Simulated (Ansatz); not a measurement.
Geometry optimisation, RKS PBE/def2-SVP in Ansatz.

Input file:

```yaml
crystal:
  periodic: [false, false, false]
  atoms:
    - { symbol: Sn, position_ang: [-0.184977, -0.110889, -0.015927] }
    - { symbol: O, position_ang: [-0.277048, 0.050446, 1.954897] }
    - { symbol: H, position_ang: [-0.352445, -0.830658, 2.373265] }
    - { symbol: Cl, position_ang: [2.053818, -0.582749, -0.667941] }
    - { symbol: H, position_ang: [-0.647694, 1.404379, -0.671294] }
    - { symbol: H, position_ang: [-1.112175, -1.491632, -0.49309] }
    - { symbol: H, position_ang: [1.198496, 2.233003, 1.111051] }
    - { symbol: H, position_ang: [0.929324, 1.8867, 1.684739] }
basis:
  gaussian: { orbitals: def2-SVP }
hamiltonian:
  xc: pbe
relax:
  f_tol: 0.03
  max_steps: 50
```

Run as:

```bash
$ ansatz run input.yaml --threads 1 --pin off --max-ram 2048MiB --backend cpu --events-out ev --progress --plain --runs-dir out
```

Q: Where does it end, and by what steps?

A: The forces met the threshold. After 18 steps the energy has fallen by 0.167 eV; H7 moved furthest, 1.65 Å.

```json
{"step": "0", "energy less start (eV)": "0.0000", "largest force component (eV/Å)": "1.469", "accepted": "yes"}
{"step": "1", "energy less start (eV)": "-0.0930", "largest force component (eV/Å)": "0.085", "accepted": "yes"}
{"step": "2", "energy less start (eV)": "-0.1169", "largest force component (eV/Å)": "0.384", "accepted": "yes"}
{"step": "3", "energy less start (eV)": "-0.1252", "largest force component (eV/Å)": "0.607", "accepted": "yes"}
{"step": "4", "energy less start (eV)": "-0.0980", "largest force component (eV/Å)": "1.327", "accepted": "no"}
{"step": "5", "energy less start (eV)": "-0.1345", "largest force component (eV/Å)": "0.241", "accepted": "yes"}
{"step": "6", "energy less start (eV)": "-0.1379", "largest force component (eV/Å)": "0.270", "accepted": "yes"}
{"step": "7", "energy less start (eV)": "-0.1452", "largest force component (eV/Å)": "0.105", "accepted": "yes"}
{"step": "8", "energy less start (eV)": "-0.1476", "largest force component (eV/Å)": "0.405", "accepted": "yes"}
{"step": "9", "energy less start (eV)": "-0.1532", "largest force component (eV/Å)": "0.123", "accepted": "yes"}
{"step": "10", "energy less start (eV)": "-0.1575", "largest force component (eV/Å)": "0.033", "accepted": "yes"}
{"step": "11", "energy less start (eV)": "-0.1592", "largest force component (eV/Å)": "0.268", "accepted": "yes"}
{"step": "12", "energy less start (eV)": "-0.1614", "largest force component (eV/Å)": "0.225", "accepted": "yes"}
{"step": "13", "energy less start (eV)": "-0.1642", "largest force component (eV/Å)": "0.051", "accepted": "yes"}
{"step": "14", "energy less start (eV)": "-0.1652", "largest force component (eV/Å)": "0.041", "accepted": "yes"}
{"step": "15", "energy less start (eV)": "-0.1660", "largest force component (eV/Å)": "0.072", "accepted": "yes"}
{"step": "16", "energy less start (eV)": "-0.1663", "largest force component (eV/Å)": "0.065", "accepted": "yes"}
{"step": "17", "energy less start (eV)": "-0.1666", "largest force component (eV/Å)": "0.041", "accepted": "yes"}
{"step": "18", "energy less start (eV)": "-0.1668", "largest force component (eV/Å)": "0.025", "accepted": "yes"}
```

```xyz
8
Properties=species:S:1:pos:R:3
Sn -0.371 -0.456 -0.384
O -0.159 0.388 1.427
H 0.207 -0.255 2.067
Cl 1.758 -1.239 -1.088
H -0.854 0.852 -1.385
H -1.392 -1.846 -0.289
H 1.407 2.842 2.633
H 1.010 2.274 2.294
```

Time of the run: 46 s on 1 thread of Arm Neoverse V1, on a shared host, peak memory 0.12 GiB.
